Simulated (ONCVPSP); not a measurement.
**P (Z = 15): one change to an ONCV potential, before and after**

```json
{"Element": "P", "Generator": "ONCVPSP 4.0.1", "Type": "optimised norm-conserving Vanderbilt (ONCV)", "Functional": "PBE", "Relativity": "non-relativistic", "Frozen core": "[Ne]", "Valence charge": "5", "Reference configuration": "3s2 3p3", "Partial waves": "3s: rc 1.60 bohr, ncon 5, nbas 9, qcut 3.5 1/bohr, 3 projectors, debl 2.1 Ha; 3p: rc 1.70 bohr, ncon 5, nbas 8, qcut 5.3 1/bohr, 2 projectors, debl 3.2 Ha; d scattering state at 0.03 Ha: rc 1.60 bohr, ncon 4, nbas 8, qcut 7 1/bohr, local", "Local potential": "the d channel", "Core correction": "none"}
```

Change: s: qcut 2.6.

Cutoffs: the cutoffs (Ha) at which the residual kinetic energy of the hardest occupied pseudo-wave falls to 1 and 0.1 mHa per electron; they do not see the model core or the augmentation charge, which bear on the density cutoff. Errors are all-electron minus pseudo energies relative to the spin-unpolarised reference configuration.

Task: How do hardness, ghosts and transferability respond?

Result: The potential gets harder (34 Ha and 77 Ha → 67 Ha and 85 Ha); both files keep a bound ghost (s); of the 4 tests that both files solve, the error grows in 3 and shrinks in 0 by more than 15 % and 0.3 meV (median size 25.0 → 32.9 meV).

```tsv
quantity	base	changed
cutoff, loose	34 Ha	67 Ha
cutoff, tight	77 Ha	85 Ha
loose cutoff by channel	s 34 Ha, p 4.8 Ha	s 67 Ha, p 4.8 Ha
bound ghosts	s	s
GHOST(+) flags under 300 eV	s at 211.0 eV	s at 215.9 eV
error for 3s2 3p2, meV [ΔE 9.74 eV]	+0.3	+0.8
error for 3s2 3p1, meV [ΔE 28.90 eV]	+7.0	+11
error for 3s2 3p0, meV [ΔE 58.65 eV]	+43	+55
error for 3s1 3p0, meV [ΔE 110.53 eV]	+197	+200
s: phases at 1.62 bohr within 0.05 rad from the reference energy up to (Ha; the scan ends near 5)	to the end of the scan	to the end of the scan
p: phases at 1.73 bohr within 0.05 rad from the reference energy up to (Ha; the scan ends near 5)	4.5	4.5
d: phases at 1.62 bohr within 0.05 rad from the reference energy up to (Ha; the scan ends near 5)	3.4	3.4
```

 A true bound ghost makes a file unfit for plane-wave use even where its test errors are small: the radial tests pick states by their node count and pass the ghost by.
